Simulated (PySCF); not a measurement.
A PySCF script (with the pyscf-properties extension) for the NMR shieldings of SMILES CC1=CCP(C2CC2)C1, C₈H₁₃P, on a GFN2-xTB geometry:

```python
import basis_set_exchange as bse
import numpy as np
from pyscf import gto, dft
from pyscf.prop import nmr

atoms = """
C     2.796952    1.159187    0.224598
C     1.680392    0.189324    0.427913
C     1.612737   -1.038585   -0.063093
C     0.405813   -1.850476    0.290234
P    -0.832445   -0.649214    1.011750
C    -1.431928    0.029759   -0.590705
C    -2.724175   -0.499579   -1.142994
C    -2.668015    0.882500   -0.581434
C     0.520157    0.607760    1.289391
H     3.583782    0.721337   -0.384588
H     2.430994    2.060386   -0.267934
H     3.218331    1.455131    1.185265
H     2.382833   -1.481456   -0.676307
H     0.655573   -2.613039    1.035963
H    -0.026822   -2.364177   -0.572243
H    -0.650159    0.285201   -1.300796
H    -2.814212   -0.620588   -2.212525
H    -3.247379   -1.254822   -0.574212
H    -2.718986    1.720589   -1.261160
H    -3.153574    1.062264    0.366939
H     0.810653    0.606800    2.345398
H     0.159066    1.611083    1.048907
"""
names = dict.fromkeys(["C", "P", "H"], "pcSseg-1")
basis = {el: gto.basis.parse(bse.get_basis(n, elements=[el], fmt="nwchem")) for el, n in names.items()}
mol = gto.M(atom=atoms, basis=basis, charge=0, verbose=0)
mf = dft.RKS(mol, xc="PBE0")
mf.grids.level = 2
mf.grids.alignment = dft.numint.BLKSIZE   # the property module wants whole blocks of grid points
mf.conv_tol = 1e-9
mf.kernel()

calc = nmr.RKS(mf)   # GIAO
C = mf.mo_coeff
Co = C[:, mf.mo_occ > 0]
resp = mf.gen_response(singlet=True, hermi=2)
def vind(x):   # induced exchange potential for any number of trial vectors
    d = np.einsum("pi,xij,qj->xpq", C, 2 * x.reshape(-1, C.shape[1], Co.shape[1]), Co, optimize=True)
    return np.einsum("xpq,pi,qj->xij", resp(d - d.transpose(0, 2, 1)), C, Co, optimize=True).ravel()
mo1, _ = nmr.rhf.solve_mo1(calc, with_cphf=vind)
sigma = calc.kernel(mo1)
for i, s in enumerate(sigma):   # ppm
    w = np.linalg.eigvalsh((s + s.T) / 2)
    print("%2d %-2s iso %8.1f  s11 %8.1f  s22 %8.1f  s33 %8.1f" % (i, mol.atom_pure_symbol(i), w.mean(), *w))
```

Problem. Give the expected output.

Solution. 
```
 0 C  iso    164.9  s11    148.8  s22    157.7  s33    188.3
 1 C  iso     39.4  s11    -68.7  s22     51.4  s33    135.4
 2 C  iso     55.3  s11    -41.1  s22     78.4  s33    128.7
 3 C  iso    147.9  s11    127.6  s22    147.3  s33    168.7
 4 P  iso    324.7  s11    285.5  s22    323.0  s33    365.5
 5 C  iso    173.6  s11    134.6  s22    167.2  s33    219.0
 6 C  iso    181.5  s11    151.1  s22    179.3  s33    214.2
 7 C  iso    181.4  s11    150.9  s22    179.3  s33    214.1
 8 C  iso    144.7  s11    122.7  s22    141.2  s33    170.1
 9 H  iso     29.4  s11     24.5  s22     28.2  s33     35.5
10 H  iso     29.8  s11     25.6  s22     28.7  s33     35.3
11 H  iso     29.9  s11     25.7  s22     27.8  s33     36.2
12 H  iso     25.9  s11     23.0  s22     26.7  s33     28.1
13 H  iso     28.9  s11     24.1  s22     26.5  s33     36.2
14 H  iso     29.3  s11     24.7  s22     28.3  s33     34.8
15 H  iso     30.9  s11     23.1  s22     31.4  s33     38.1
16 H  iso     31.1  s11     25.2  s22     26.5  s33     41.6
17 H  iso     31.4  s11     25.4  s22     28.7  s33     40.1
18 H  iso     31.1  s11     25.3  s22     26.4  s33     41.5
19 H  iso     31.4  s11     25.5  s22     28.7  s33     40.1
20 H  iso     29.1  s11     24.3  s22     27.3  s33     35.7
21 H  iso     29.5  s11     25.1  s22     29.6  s33     33.8
```

These numbers come from an equivalent density-fitted implementation of the same equations, which agrees with the script to about 0.01 ppm for H and up to a few tenths of a ppm for heavy atoms, so last digits may differ.

Size and cost of the density-fitted run: 225 basis functions, about 2.2 core-minutes.
